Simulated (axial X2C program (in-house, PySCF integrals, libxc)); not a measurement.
Potential curves of HfP⁻, two-component

Calculated with an axial X2C code built on PySCF integrals. Two-component (2c) means X2C with spin–orbit coupling and atomic mean-field two-electron Coulomb and Gaunt terms. Basis: Hf dyall-acv3z [14s15p10d7f4g], P dyall-av3z [9s8p3d2f] (cores contracted in-house); Gaussian nuclei, density fitting, unrestricted open shells. Masses: Hf 179.947 u, P 30.974 u.

State: Ω = 0 (closed shell). Energies in eV from the lowest point of each curve. Fits are polynomials in 1 − R0/R over 0.85 to 1.23 times the lowest point R0.

```tsv
R (Å)	CCSD	TPSS	PBE0	CCSD(T)
1.9244		1.5224	1.4652	
2.0129	0.8226	0.6668	0.6197	0.9067
2.0793	0.3751	0.2845	0.2497	0.4395
2.1456	0.1137	0.0749	0.0557	0.1563
2.2120	0.0000	0.0000	0.0000	0.0184
2.2894	0.0132	0.0441	0.0704	0.0000
2.3668	0.1452	0.1925	0.2492	0.0963
2.4664	0.4393	0.4890	0.5901	0.3371
2.5880		0.9471	1.1096	
2.7650		1.6883	1.9499
```

Correlated methods: 10 electrons correlated (number of frozen shells: Hf 5 s, 4 p, 2 d, 1 f; P 2 s, 1 p), 336 virtual spin orbitals or spinors in MP2, 90 natural virtuals in coupled cluster.

One determinant describes the state; a PBE0 search over occupations chose it and may have missed a lower one. The closed shell is kept restricted, so the energy runs too high when the bond is stretched far. Coupled cluster ran in a truncated set of natural virtual spinors; the MP2 energy of the rest was added. (T) has no such correction and the atoms are truncated less, which lowers De at CCSD(T) by a hundredth of an eV or more. The outer-core s and p shells of the metal are frozen in the correlated rows, which leaves out core–valence correlation; for alkali and alkaline-earth bonds that tends to lengthen them. The highest occupied level of some functionals is positive through self-interaction error; at Hartree–Fock it is bound. The T1 diagnostic is large, a sign of multireference character. With the outer-core shells frozen, correlated bond lengths of heavy atoms tend to come out a few hundredths of an ångström too long. Coupled cluster ran on the points near the minimum only. MP2 and coupled cluster on one determinant become unreliable at the stretched end.

(1) What are Re and ωe at the CCSD level?

(2) What are Re and ωe at the TPSS level?

(3) Fit the PBE0 curve near its minimum: give the equilibrium distance and the harmonic wavenumber.

(4) What are Re and ωe at the CCSD(T) level?

## Answers

(1) At CCSD, 2c: Re = 2.242 Å, ωe ≈ 493 cm⁻¹; Be follows as 0.127 cm⁻¹.

(2) At TPSS, 2c: Re = 2.223 Å, ωe ≈ 484 cm⁻¹; Be follows as 0.129 cm⁻¹.

(3) At PBE0, 2c: Re = 2.210 Å, ωe ≈ 504 cm⁻¹; Be follows as 0.131 cm⁻¹.

(4) At CCSD(T), 2c: Re = 2.261 Å, ωe ≈ 469 cm⁻¹; Be follows as 0.125 cm⁻¹.
